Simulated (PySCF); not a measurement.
A GIAO shielding run with PySCF 2.14.0 with density-fitted response routines (density fitting, non-relativistic, gas phase) on SMILES [H]/N=C/C[C@H]1OCC(=O)[SiH2]1, C₅H₉NO₂Si:

```
$ OMP_NUM_THREADS=1 python probes_run.py task.json out

{"job": {"kind": "nmr", "xc": "PBE0", "basis": "pcSseg-1"}, "charge": 0, "multiplicity": 1}
N     -2.139812    -0.332919     0.818343
C     -2.313216     0.480756    -0.123990
C     -1.157230     0.873007    -0.960943
C      0.021205    -0.052555    -0.707121
O      1.229845     0.649381    -0.995594
C      2.346675    -0.026092    -0.472038
C      2.057476    -0.572237     0.919118
O      2.933294    -0.950911     1.659998
Si     0.124122    -0.593698     1.128648
H     -2.934291    -0.566197     1.403706
H     -3.276357     0.939649    -0.363102
H     -0.861668     1.887692    -0.674766
H     -1.447023     0.916473    -2.013515
H     -0.052997    -0.918644    -1.383669
H      2.610712    -0.889259    -1.107793
H      3.184079     0.674089    -0.473978
H     -0.105880     0.466295     2.108295
H     -0.227693    -1.978511     1.406749
```

Hardware: 1 thread of an Arm Neoverse N1, shared host. The job also computes population analyses, field gradients, ring-centre shieldings.

Q: How large is the calculation?

A: 76 electrons, 205 basis functions and 1080 auxiliary functions.

Q: How long does it take, and how much memory does it need?

A: 82 s of wall time, with 14 SCF cycles and 5 response iterations; peak memory 0.95 GiB. Times on a shared host scatter by some tens of per cent.
